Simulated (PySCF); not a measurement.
C3H9AlO, SMILES CC[O][AlH][CH3].

Coordinates come from a PBE0-D3(BJ)/def2-SVP optimisation. The structure was generated by enumeration; whether it is a known compound was not checked. The values are those of a single conformer.

Two levels are set side by side: PBE/def2-TZVP (PySCF) and HF/def2-TZVP (PySCF). Same geometry, gas phase. Differences are taken from unrounded values.

| quantity | HF | PBE | PBE minus HF |
|---|---|---|---|
| orbital gap (eV) | 13.14 | 5.04 | -8.10 |
| highest occupied level (eV) | -11.04 | -6.30 | 4.74 |
| lowest empty level (eV) | 2.10 | -1.26 | -3.36 |
| dipole moment (D) | 0.26 | 0.04 | -0.22 |
| mean polarisability (bohr³) | 61.7 | 71.5 | 9.7 |

Without exact exchange PBE keeps part of each electron's self-repulsion, which lifts occupied levels and narrows the gap. PBE's more diffuse valence density responds more strongly to a field. Differences between two approximate levels are no errors against the true value.

Rough cost on one machine, each run with all the roots and properties that it gave: HF against PBE about 1/4.
